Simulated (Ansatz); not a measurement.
Species: BI₂, SMILES `I[B]I` (charge 0, multiplicity 2).

**Question.** Give a relaxed geometry from PBE0-D3(BJ)/def2-TZVP run with Ansatz (a program for electronic structure).

**Answer.** the end point of this relaxation (outside a Z-matrix the atoms follow the SMILES, hydrogens last).
Z-matrix (Å, degrees):
```
B
I 1 2.0868
I 1 2.0868 2 128.19
```
